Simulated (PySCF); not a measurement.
Worked example: dipole moment from atomic charges

Hf(F)(SH)3 (FH3HfS3), SMILES [SH][Hf]([SH])([F])[SH], multiplicity 1. Atoms are numbered in the order given.

```xyz
8

Hf     0.1421    -0.1576    -0.0041
F      1.3243    -1.6463     0.0794
S      0.9970     1.7802     1.1805
H      1.3723     1.0222     2.2413
S     -0.2559     0.5360    -2.2994
H     -1.5144     0.9198    -1.9731
S     -1.9920    -0.6812     1.0433
H     -1.9945    -1.9352     0.5255
```

The structure is a stationary point at PBE0-D3(BJ)/def2-SVP. The spin state was assumed, not searched. The structure was generated by enumeration; whether it is a known compound was not checked. The def2 effective core potentials stand for the cores of Hf; spin–orbit coupling is left out. The values are those of a single conformer.

Charges (e) from ωB97X/def2-TZVP (PySCF):

```csv
atom,Mulliken,ESP fit
Hf1,1.147,0.903
F2,-0.399,-0.316
S3,-0.421,-0.363
H4,0.173,0.184
S5,-0.435,-0.328
H6,0.188,0.150
S7,-0.427,-0.414
H8,0.173,0.184
```

The dipole moment of the full density is 1.00 D.

Task: What dipole moment does each set of point charges give, and which comes closer to that of the density?

Result: 
μ = Σ q r, and 1 e Å = 4.8032 D.
Mulliken: Σ q r = (-0.216, -0.201, 0.129) e Å, |μ| = 1.54 D.
ESP fit: Σ q r = (-0.085, -0.192, 0.078) e Å, |μ| = 1.08 D.
ESP fit comes closer in size. Point charges leave out the atoms' own dipoles (lone pairs, polarised bonds); fits to the potential absorb them, partitions of the density don't.
